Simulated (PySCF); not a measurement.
These are PySCF 2.14.0 with r2SCAN-D4/def2-TZVP values and carry that method's errors. Gas-phase values, no solvent. One relaxed conformer stands for a flexible species; it need not be the lowest. Excitations are Tamm–Dancoff values on a coarser integration grid. The basis has no diffuse functions, so Rydberg states are missing or too high.

Reference species (SMILES): `[Cl][Ga]([Cl])[SH]` (H–S–Ga–Cl torsion 180°) (neutral, multiplicity 1).

```
Property                   Value
----------------------  --------
S1 oscillator strength     0.009
T1 excitation (TDA)      4.82 eV
HOMO                    -7.43 eV
LUMO                    -2.24 eV
```

Changed species: `[Ga]([Cl])([SH])[SH]` (H–S–Ga–Cl torsion 0°, Cl–Ga–S–H torsion -180°) (2 of 3 Cl replaced by SH; the reference has 1 of 3 Cl replaced by SH).

### Question
What does the change do to the S1 oscillator strength, T1 excitation (TDA), HOMO and LUMO?

### Answer
the S1 oscillator strength stays essentially unchanged; the T1 excitation (TDA) decreases by 0.04 eV, to 4.78 eV; the HOMO rises by 0.44 eV, to -6.99 eV; the LUMO goes up by 0.35 eV, to -1.89 eV.
